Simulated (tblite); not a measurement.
C6H8N2S.
Cartesian coordinates in Å at the GFN2-xTB level; atoms count from 1:
```
atom  x, y, z in Å
C1     2.9660   -0.2663    0.5661
N2     1.6858   -0.2831    0.6931
C3     1.1084    0.1829   -0.4430
C4    -0.3621    0.2721   -0.5680
C5    -1.1536   -1.0062   -0.2166
C6    -2.0931   -0.1695    0.6615
C7    -1.1007    0.9976    0.5777
N8     1.9050    0.5482   -1.4143
S9     3.4616    0.3348   -0.9800
H10    3.6565   -0.5834    1.3201
H11   -0.6081    0.6688   -1.5528
H12   -1.6040   -1.5265   -1.0586
H13   -0.5507   -1.7026    0.3616
H14   -2.2888   -0.5589    1.6578
H15   -3.0404    0.0494    0.1730
H16   -0.4771    1.0819    1.4648
H17   -1.5115    1.9729    0.3275
```

Computed values, GFN2-xTB/tblite, gas phase, harmonic and unscaled. The method is semi-empirical: single wavenumbers can be off by several per cent or more. One conformer, not necessarily the lowest.

Harmonic wavenumbers (cm⁻¹): 32.5, 82.0, 123.2, 193.8, 346.5, 350.7, 477.4, 586.6, 656.0, 703.9, 729.4, 783.8, 785.8, 820.6, 832.3, 872.6, 942.2, 987.4, 1008.7, 1036.2, 1060.8, 1065.2, 1120.5, 1142.6, 1184.5, 1196.4, 1222.5, 1242.7, 1249.1, 1260.4, 1292.5, 1333.2, 1440.7, 1460.7, 1464.3, 1488.1, 1518.0, 2992.0, 3004.8, 3013.1, 3018.2, 3022.9, 3024.8, 3031.5, 3172.7.

A = 4488, B = 815.5, C = 773.7 MHz; mass 140.041 u (most abundant isotopes); point group Cs, symmetry number 1.

Question: Zero-point energy?

Answer: ½Σν̃ = 29187 cm⁻¹ = 83.45 kcal/mol.

Question: Entropy at 350 K, 1 bar (ideal gas, RRHO, classical rotation)?

Answer: Translation 41.54, rotation 29.60, vibration 25.34: S = 96.5 cal/(mol K).

Question: And Cp and H(350 K) − H(0)?

Answer: Cp = 36.63 cal/(mol K), of which vibrations give 28.69 (their classical limit is 45 R = 89.4); H(350 K) − H(0) = 7.36 kcal/mol without the zero-point energy, 4.58 from vibrations.

Question: Blend soft modes into free rotors: weight 1/[1 + (100 cm⁻¹/ν̃)⁴] for the oscillator and the rest for a rotor with moment μB/(μ + B), μ = h/(8π²ν), B = 10⁻⁴⁴ kg m². What vibrational entropy results?

Answer: 22.69 cal/(mol K) in place of 25.34, which changes −T·S at 350 K by +0.93 kcal/mol.

Question: How do the functions run with temperature in this model?

Answer: 
```tsv
T (K)	S (cal/(mol K))	Cp (cal/(mol K))	H − H(0) (kcal/mol)	G − H(0) (kcal/mol)	ln q(vib)
150	74.9	18.1	2.01	-9.23	2.55
250	86.0	26.4	4.21	-17.29	4.34
298.15	91.0	31.3	5.60	-21.55	5.21
400	101.7	41.5	9.32	-31.36	7.12
600	121.7	57.1	19.29	-53.73	11.11
900	147.8	71.0	38.71	-94.28	17.14
```

q(vib) and H(0) count from the zero-point level.

Question: What must be added to the electronic energy to get the Gibbs energy at 350 K and 1 bar?

Answer: ZPE + [H(350 K) − H(0)] − T·S = 83.45 + 7.36 − 33.77 = 57.04 kcal/mol.

Question: Which modes carry the vibrational entropy at 350 K?

Answer: 32.5 cm⁻¹: 5.99; 82.0 cm⁻¹: 4.16; 123.2 cm⁻¹: 3.36; 193.8 cm⁻¹: 2.49; 346.5 cm⁻¹: 1.44; 350.7 cm⁻¹: 1.42 cal/(mol K); the other 39 give 6.48 together.

Hindered rotation and anharmonicity are outside this model. Other conformers, if any are populated, would add a mixing term that is left out.
